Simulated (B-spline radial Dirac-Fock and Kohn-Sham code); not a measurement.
**Photoelectron lines of Er³⁺ at 6230 eV**

System: erbium as Er³⁺, configuration [Xe] 4f11.

Model: a relativistic central-field model (Hartree-Slater potential of the initial state, Latter tail, multipole expansion of the photon field, Dirac-Fock thresholds). Program: a radial atomic solver. The asymmetry parameter β is from the dipole term alone. Kinetic energies are from the vacuum level. Open shells are spread statistically over j, without multiplet splitting.

| subshell | electrons | binding (eV) | kinetic (eV) | σ (kb) | β |
| --- | --- | --- | --- | --- | --- |
| M1 (3s) | 2 | 2261.1 | 3968.9 | 7.40 | 1.97 |
| M2 (3p1/2) | 2 | 2046.1 | 4183.9 | 9.29 | 1.59 |
| M3 (3p3/2) | 4 | 1852.9 | 4377.1 | 16.8 | 1.67 |
| M4 (3d3/2) | 4 | 1489.8 | 4740.2 | 9.33 | 1.22 |
| M5 (3d5/2) | 6 | 1448.5 | 4781.5 | 12.7 | 1.14 |
| N1 (4s) | 2 | 494.6 | 5735.4 | 1.91 | 1.97 |
| N2 (4p1/2) | 2 | 407.8 | 5822.2 | 2.07 | 1.61 |
| N3 (4p3/2) | 4 | 364.5 | 5865.5 | 3.65 | 1.70 |
| N4 (4d3/2) | 4 | 220.8 | 6009.2 | 1.70 | 1.22 |
| N5 (4d5/2) | 6 | 213.0 | 6017.0 | 2.30 | 1.12 |
| N6 (4f5/2) | 4.71 | 41.99 | 6188.0 | 0.0952 | 0.74 |
| N7 (4f7/2) | 6.29 | 40.73 | 6189.3 | 0.118 | 0.72 |
| O1 (5s) | 2 | 92.09 | 6137.9 | 0.333 | 1.97 |
| O2 (5p1/2) | 2 | 65.20 | 6164.8 | 0.296 | 1.61 |
| O3 (5p3/2) | 4 | 59.27 | 6170.7 | 0.503 | 1.70 |

Branching ratios of the spin-orbit partners (statistical value in brackets): 3p 1.81 (2.00), 3d 1.36 (1.50), 4p 1.76 (2.00), 4d 1.35 (1.50), 4f 1.24 (1.33), 5p 1.70 (2.00).

Run: 4.9 s of CPU time on 1 thread of Intel(R) Xeon(R) 6975P-C (shared host), peak memory 0.44 GiB.

Values without a named source are computed, but for edge energies of neutral atoms, which are taken from tables.
